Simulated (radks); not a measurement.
Values are calculated unless marked as measured or tabulated.
Q: Species: the strontium ion Sr7+. Configuration: [Ar] 3d10 4s2 4p1. Code: a radial shooting solver on a logarithmic mesh with Libxc functionals. Model: scalar-relativistic Kohn-Sham, LDA (Slater exchange, VWN5 correlation), spin-polarised, spherical densities, finite nucleus; open shells are filled with parallel spins first (spin-orbit coupling, left out, can overturn this in heavy ions); Fermi nuclear charge, rms radius 4.224 fm. Some entries of the table are withheld. Estimate them.

| orbital | occ. | eigenvalue (eV) | r(max) (bohr) | <r> (bohr) |
|---|---|---|---|---|
| 1s up | 1 | -16024.43 | 0.02557 | 0.03921 |
| 1s down | 1 | -16024.26 | 0.02557 | 0.03921 |
| 2s up | 1 | -2264.336 | 0.1453 | 0.1727 |
| 2s down | 1 | -2264.222 | 0.1453 | 0.1727 |
| 2p up | 3 | -2026.239 | 0.1160 | 0.1504 |
| 2p down | 3 | -2026.080 | 0.1160 | 0.1504 |
| 3s up | 1 | -439.4568 | 0.4358 | 0.4916 |
| 3s down | 1 | -439.2340 | 0.4358 | 0.4914 |
| 3p up | 3 | -362.4504 | 0.4301 | 0.4969 |
| 3p down | 3 | -362.1996 | 0.4301 | 0.4966 |
| 3d up | 5 | -234.7771 | 0.3742 | 0.4927 |
| 3d down | 5 | -234.4917 | 0.3741 | 0.4919 |
| 4s up | 1 | -134.4760 | 1.127 | 1.222 |
| 4s down | 1 | -132.8380 | 1.124 | 1.221 |
| 4p up | 1 | -113.0410 | 1.210 | 1.319 |
| 4p down | 0 | -111.3940 | 1.208 | 1.320 |
| 4d up | 0 | -80.5012 | 1.409 | 1.548 |
| 4d down | 0 | -78.9837 | 1.411 | 1.558 |
| 5s up | 0 | (1) | 2.341 | 2.373 |
| 5s down | 0 | (2) | 2.355 | 2.391 |

A: 
(1) 5s up eigenvalue (eV): -62.8347
(2) 5s down eigenvalue (eV): -62.1842
